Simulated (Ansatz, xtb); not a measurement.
**Two structures of C2H6In**

Structure X is a doublet given by its coordinates and structure Y is `C[CH2][InH]`, a doublet. Both are isolated molecules in the gas phase, relaxed with PBE0-D3(BJ)/def2-SVP; the shapes shown needn't be the lowest conformers.

X (Å):

```yaml
atoms:
  - { symbol: C, position_ang: [1.8325, 1.0403, -1.4462] }
  - { symbol: C, position_ang: [3.1712, 1.1986, -0.9972] }
  - { symbol: In, position_ang: [1.7855, 2.4848, 0.4350] }
  - { symbol: H, position_ang: [1.2676, 0.1403, -1.1864] }
  - { symbol: H, position_ang: [1.4704, 1.6079, -2.3083] }
  - { symbol: H, position_ang: [3.6435, 0.4210, -0.3899] }
  - { symbol: H, position_ang: [3.8463, 1.8886, -1.5117] }
  - { symbol: H, position_ang: [1.4140, 1.6024, 1.8523] }
  - { symbol: H, position_ang: [1.7616, 4.1184, -0.0709] }
```

Close contacts (Å): C1–C2 1.42, C1–In3 2.37, C2–In3 2.37, C1–H4 1.09, C1–H5 1.09, C2–H6 1.09, C2–H7 1.09, In3–H8 1.71, In3–H9 1.71.

Y (Å):

```xyz
9

C     1.1184    0.0518    0.8059
C     1.6675    1.2699    1.5311
In    3.1037    0.7473    3.1518
H     0.4094    0.3368    0.0072
H     1.9141   -0.5421    0.3283
H     0.5777   -0.6277    1.4840
H     0.8713    1.8665    2.0058
H     2.2050    1.9520    0.8519
H     3.4589   -0.9826    3.4136
```

Problem. Which of the two would you expect CCSD(T)/def2-SVP + ΔMP2/def2-TZVPP electronic energies to favour?

Solution. Structure Y; the calculation gives E(Y) − E(X) = −17.5 kcal/mol.

Level by level:

| level | geometry | E(Y) − E(X) (kcal/mol) | departure from the last row (kcal/mol) | job, with rough time for the two |
| --- | --- | --- | --- | --- |
| PBE0-D3(BJ)/def2-SVP | PBE0-D3(BJ)/def2-SVP | −21.0 | −3.5 | optimisation, 2.8 min |
| HF/def2-SVP | PBE0-D3(BJ)/def2-SVP | −27.4 | −9.9 | part of the CCSD(T) run |
| MP2/def2-SVP | PBE0-D3(BJ)/def2-SVP | −22.4 | −4.9 | part of the CCSD(T) run |
| CCSD(T)/def2-SVP | PBE0-D3(BJ)/def2-SVP | −21.8 | −4.3 | single point |
| CCSD(T)/def2-SVP + ΔMP2/def2-TZVPP | PBE0-D3(BJ)/def2-SVP | −17.5 |  | single point, 68 s |

None of the levels shown reverses the order. The largest departure from CCSD(T)/def2-SVP + ΔMP2/def2-TZVPP is that of HF/def2-SVP, 9.9 kcal/mol. Levels run at GFN2-xTB geometries aren't shown. The last row adds to CCSD(T) the change of the MP2 difference between the two basis sets, here +4.3 kcal/mol, a large step that makes the value less sure.

With harmonic frequencies from PBE0-D3(BJ)/def2-SVP (ideal gas, rigid rotor, one conformer each, 298.15 K, 1 atm): on the last row, ΔE + ΔZPE = −14.1 kcal/mol. A mode under 50 cm⁻¹ makes harmonic enthalpies and free energies unreliable, so none is given.

Open shells are spin-unrestricted. The correlated steps freeze 6 core orbitals; the filled d shell of In is correlated, in a basis made for valence electrons. Atoms past krypton carry core potentials in the def2 sets and no spin–orbit term is included. Codes used: Ansatz 0.2.0; the last row on 2 threads of Arm Neoverse N1 on a shared host.
